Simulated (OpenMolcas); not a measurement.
**Nd²⁺: CASPT2 settings compared**

```json
{
  "Program": "OpenMolcas 26.06",
  "Basis": "ANO-RCC-VQZP [9s8p6d4f3g2h]",
  "Scalar Hamiltonian": "X2C, point nucleus",
  "Active space": "4 electrons in 7 orbitals (4f)",
  "State averaging": "2S+1 = 5 even, 35 roots (30 in the spin-orbit step); 2S+1 = 3 even, 210 roots (26 in the spin-orbit step); 2S+1 = 1 even, 196 roots (0 in the spin-orbit step)",
  "Spin-orbit coupling": "RASSI with atomic mean-field integrals over the reference wave functions, term energies averaged over their components"
}
```

Methods on the same reference wave functions:
A. CASSCF
B. SS-CASPT2, IPEA 0.6 Eh, imaginary shift 0.05 Eh (closed shells correlated: 5s 5p)
C. SS-CASPT2, IPEA 0.4 Eh, imaginary shift 0.05 Eh (closed shells correlated: none)
D. XMS-CASPT2, IPEA 0.3 Eh, sigma2 regulariser 0.1 Eh (closed shells correlated: 5s 5p)

Energies in cm⁻¹ above 4f⁴ ⁵I₄, the measured ground level; measured values from Ding et al., The Spectrum and Energy Levels of the Low-lying Configurations of Nd III (preprint, 2023).

| Level | A | B | C | D | Measured |
| --- | --- | --- | --- | --- | --- |
| 4f⁴ ⁵I₄ | 0.0 | 0.0 | 0.0 | 0.0 | 0.0 |
| 4f⁴ ⁵I₅ | 1199 | 1236 | 1227 | 1224 | 1138 |
| 4f⁴ ⁵I₆ | 2548 | 2610 | 2590 | 2590 | 2388 |
| 4f⁴ ⁵I₇ | 4001 | 4050 | 4040 | 4040 | 3715 |
| 4f⁴ ⁵I₈ | 5515 | 5530 | 5520 | 5530 | 5093 |
| 4f⁴ ⁵F₁ | 14882 | 12140 | 14130 | 13120 |  |
| 4f⁴ ⁵F₂ | 15307 | 12560 | 14550 | 13550 | 10774 |
| 4f⁴ ⁵F₃ | 15944 | 13200 | 15190 | 14180 | 11425 |
| 4f⁴ ⁵S₂ | 16581 | 13880 | 16180 | 15570 |  |
| 4f⁴ ⁵F₄ | 16793 | 14050 | 16040 | 15030 | 12181 |

Deviations, from unrounded energies. A percentage is the sum of absolute deviations over the sum of measured energies, with the sign that they share, or ± where signs differ.

| Against measurement | Levels | A | B | C | D |
| --- | --- | --- | --- | --- | --- |
| mean absolute deviation (cm-1) | 7 | 2100 | 930 | 1800 | 1300 |
| fine structure of the ground term (%) | 4 | +7.5 | +8.8 | +8.5 | +8.5 |
| other terms of the ground configuration (%) | 3 | +39.7 | +15.8 | +33.2 | +24.4 |

B lies closest to measurement on these levels and A furthest from it. The largest miss of B in the table is 4f⁴ ⁵F₄, by +1900 cm-1. The ranking rests on the paired levels alone, and a cruder setting can come out closer through cancelling errors.

Among B to D the level of the table that moves most is 4f⁴ ⁵S₂, by 2300 cm-1 (lowest in B, highest in C). Moves below CASPT2's spread within the term are not significant.

The mean deviations of B to D differ by less than CASPT2's widest spread within a term (1600 cm-1), so their order carries little weight.

From A to B the spin-free energies of the other terms of 4f⁴ shown, above ⁵I, scale by a factor of 0.79, as is usual when dynamic correlation screens the repulsion within a d or f shell.

The lowest spin-free term lies below A's lowest term by 0.369 hartree in B, 0.048 hartree in C, 0.388 hartree in D.

CASPT2 breaks the degeneracy within a term, and the mean is taken; among the terms shown or strongly mixed into the levels shown the widest spread is 1600 cm-1 (4f⁴ ⁵I, D). Over all roots computed the reference weight is 0.92 to 0.98 in C; the roots of lowest weight are the least certain, and an intruder state may touch them. High states are left out of the spin-orbit mixing, which shifts the levels that they would mix with. Without dynamic correlation excited terms often stand tens of per cent too high (terms of higher spin than the ground term too low), and those without a measured partner can miss by more than the paired ones (holds for A). The CASPT2 spread within a term exceeds the gap to the next term for 4f⁴ ⁵F and 4f⁴ ⁵S, so the order of their levels is uncertain, and so are names and mixing where such terms share a J (holds for B; C; D). Some terms miss by over 15 % even with CASPT2, which points to a basis or an active space too small for the shells correlated (holds for B; C; D). Computed and measured levels are paired by configuration, term and J; levels that our copy of the source lacks, or whose pairing is in doubt (as where it misses far off the trend of its configuration), stay unpaired and out of the deviations. Levels of configurations outside the active space are missing. The table leaves out levels that lie high or whose names do not pair safely across all columns.
